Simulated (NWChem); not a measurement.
System: CH$_{3}$FO$_{2}$Si; SMILES O=C[Si@@H](O)F

```xyz
8

O      0.1150    -2.0221     0.3486
C      0.7724    -1.1857    -0.2311
Si    -0.0472     0.5490    -0.4107
O     -1.5484     0.2919     0.1959
F      0.8203     1.5724     0.5002
H      1.7997    -1.4434    -0.6016
H     -0.0949     1.1253    -1.7722
H     -1.5926    -0.5628     0.6520
```
Atoms are numbered in this order, from 1.

All runs: NWChem. The geometry was optimised at PBE0/def2-SVP.

For level PBE/def2-TZVP:

- highest occupied level (eV) = -6.19
- orbital gap (eV) = 2.80
- dipole (D) = 1.64

**Question.** How do the values read with level PW6B95/def2-TZVP instead?

**Answer.** The highest occupied level (eV) comes out as -7.86. The orbital gap (eV) is 5.70. The dipole (D) comes out as 1.81.
